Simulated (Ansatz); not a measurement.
Computed with Ansatz on PBE0-D4/def2-TZVP structures; ΔE is electronic, products minus reactants. CCSD(T)/CBS is the MP2 limit (def2-TZVPP, def2-QZVPP) plus CCSD(T) − MP2 in def2-TZVPP, frozen cores. This one scheme is used for every species. Functionals use def2-TZVPP. B3LYP here is the variant with VWN-RPA as its local correlation; programs differ in this. Each species was taken in one conformer, which may not be the lowest.

Consider the formal exchange of groups at the Si–B bond: `BOB[SiH2][AlH2]` + `C[SiH3]` → `C[SiH2][SiH2][AlH2]` + `BOB`.

`BOB[SiH2][AlH2]`:

Cartesian coordinates in Å:
```
B 2.192 -1.161 -1.280
O 1.602 -0.528 -0.267
B 0.985 0.166 0.690
Si -0.636 1.299 0.265
Al -2.629 -0.085 0.644
H 3.092 -0.614 -1.849
H 1.798 -2.253 -1.575
H 1.396 0.038 1.812
H -0.668 2.487 1.167
H -0.598 1.774 -1.150
H -3.248 -0.941 -0.543
H -3.285 -0.182 2.088
```

`C[SiH3]`:

Z-matrix (Å, degrees):
```
C
Si 1 1.871
H 1 1.092 2 110.8
H 1 1.092 2 110.8 3 -120.0
H 1 1.092 2 110.8 3 120.0
H 2 1.488 1 110.7 3 -179.9
H 2 1.488 1 110.7 3 -59.9
H 2 1.488 1 110.7 3 60.1
```

`C[SiH2][SiH2][AlH2]`:

Z-matrix (Å, degrees):
```
C
Si 1 1.877
H 1 1.092 2 110.6
H 1 1.092 2 110.8 3 -119.9
H 1 1.092 2 111.1 3 119.8
Si 2 2.345 1 110.6 3 -60.7
H 2 1.492 1 109.8 3 179.4
H 2 1.491 1 110.1 3 61.6
Al 6 2.445 2 109.5 1 -62.9
H 6 1.495 2 107.1 1 56.7
H 6 1.492 2 109.5 1 172.9
H 9 1.589 6 122.1 2 -110.1
H 9 1.591 6 119.0 2 67.0
```

`BOB`:

```xyz
7

B    -0.090   -0.593    1.051
O     0.643    0.170    0.188
B     0.195    0.621   -1.021
H    -1.210   -0.907    0.761
H     0.431   -0.918    2.077
H     0.946    1.281   -1.675
H    -0.915    0.346   -1.382
```

| level | ΔE (kJ/mol) | difference from CCSD(T)/CBS |
| --- | --- | --- |
| PBE-D4 | -5.0 | 14.9 |
| r2SCAN-D4 | -8.8 | 11.1 |
| PBE0-D4 | -14.6 | 5.3 |
| B3LYP-D4 | -10.1 | 9.8 |
| ωB97X-V | -18.3 | 1.6 |
| ωB97M-V | -16.1 | 3.8 |
| B2PLYP | -12.9 | 7.0 |
| PBE | -2.4 | 17.5 |
| r2SCAN | -8.1 | 11.8 |
| PBE0 | -12.2 | 7.7 |
| B3LYP | -5.8 | 14.1 |
| HF/def2-TZVPP | -24.9 | -5.0 |
| MP2/def2-TZVPP | -23.4 | -3.5 |
| SCS-MP2/def2-TZVPP | -22.6 | -2.7 |
| CCSD/def2-TZVPP | -21.0 | -1.1 |
| CCSD(T)/def2-TZVPP | -19.9 | 0.0 |
| HF/def2-QZVPP | -24.7 | -4.8 |
| MP2/def2-QZVPP | -23.4 | -3.5 |
| SCS-MP2/def2-QZVPP | -22.6 | -2.7 |
| HF/CBS(def2) | -24.7 | -4.8 |
| MP2/CBS(def2) | -23.5 | -3.6 |
| CCSD/CBS(def2) | -21.0 | -1.1 |
| CCSD(T)/CBS | -19.9 | 0 |

Largest T1 diagnostic among the species: 0.017.

From PBE to PBE0 (25 % exact exchange), in def2-TZVPP and without D4, ΔE moves by −9.8 kJ/mol. The D4 term adds −4.4 kJ/mol with B3LYP and −2.4 kJ/mol with PBE0; it sums over pairs of atoms, weighted by their polarisabilities, and B3LYP, whose exchange is more repulsive, gets the larger term.
